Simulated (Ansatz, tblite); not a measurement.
Isomers of Te₃Pd₂ (singlet), found by a short tight-binding search and relaxed with r2SCAN-D4/def2-SVP in Ansatz.

In the def2 sets Pd, Te take a core potential; there is no spin–orbit coupling. The xTB rows come from tblite. HSE06 is defined as in plane-wave codes, on full-range PBE exchange.

Run but left out: HF/STO-3G, B2PLYP/def2-TZVP (A: restricted singlet, unstable in another Hartree–Fock run and untested here); HF/def2-SVP, HF/def2-TZVP, MP2/def2-SVP, MP2/def2-TZVP, CCSD/def2-SVP, CCSD(T)/def2-SVP (A: restricted singlet, unstable towards broken spin symmetry).

A: The restricted singlet is unstable towards broken spin symmetry in Hartree–Fock (as tested in another run); at PBE-D4/def2-SVP, PBE-D4/def2-TZVP, r2SCAN-D4/def2-TZVP, PBE0-D4/def2-SVP and others this wasn't settled. B: The restricted singlet is unstable towards broken spin symmetry in Hartree–Fock (as tested in another run); at PBE-D4/def2-SVP, PBE-D4/def2-TZVP, r2SCAN-D4/def2-TZVP, PBE0-D4/def2-SVP and others this wasn't settled.

Other spin states weren't relaxed.

A:

```xyz
5

Pd    0.0020    1.3024   -0.5461
Pd   -1.5079    0.0042    1.4626
Te    1.6754   -0.4703   -1.4313
Te    1.0854    0.0862    1.4626
Te   -1.2549   -0.9226   -0.9477
```

B:

Cartesian coordinates in Å:
```
Pd 1.3759 -0.3645 0.4190
Pd -0.5967 1.3097 -0.3607
Te 0.6929 -0.2009 -2.1858
Te -0.4624 0.4805 2.2030
Te -1.0097 -1.2248 -0.0755
```

Q: Estimate which lies lowest at each level, and how far above it the others are (kJ/mol).

A: 
```csv
level,A,B
GFN1-xTB,62.2,0.0
GFN2-xTB,71.7,0.0
PBE-D4/def2-SVP,64.4,0.0
PBE-D4/def2-TZVP,63.9,0.0
r2SCAN-D4/def2-TZVP,67.4,0.0
PBE0-D4/def2-SVP,65.0,0.0
PBE0-D4/def2-TZVP,64.4,0.0
HSE06-D4/def2-TZVP,64.0,0.0
CAM-B3LYP-D4/def2-TZVP,57.5,0.0
```
Point groups (tolerance 0.1 Å): A Cs, B not assigned. Lower isomers may exist.
